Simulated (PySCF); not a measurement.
C3H9Ga, SMILES CC[CH2][GaH2].

Geometry optimised at PBE0-D3(BJ)/def2-SVP. The structure was generated by enumeration; whether it is a known compound was not checked. Other conformers were not sampled.

Vertical ionisation energy (IE) and electron affinity (EA) in eV. Rows of orbital energies are one-electron estimates. Where ΔSCF, EOM or ADC give a negative EA the extra electron is unbound and the value depends on the basis.

```tsv
level	IE	EA
−ε(HOMO), −ε(LUMO), B3LYP/def2-TZVP (PySCF)	7.33	1.67
−ε(HOMO), −ε(LUMO), PBE/def2-TZVP (PySCF)	[?]	[?]
```

Fill in the missing entries. (Estimate from the structure and the level; the computed values follow.)


- −ε(HOMO), −ε(LUMO), PBE/def2-TZVP (PySCF), IE: 6.35
- −ε(HOMO), −ε(LUMO), PBE/def2-TZVP (PySCF), EA: 2.19
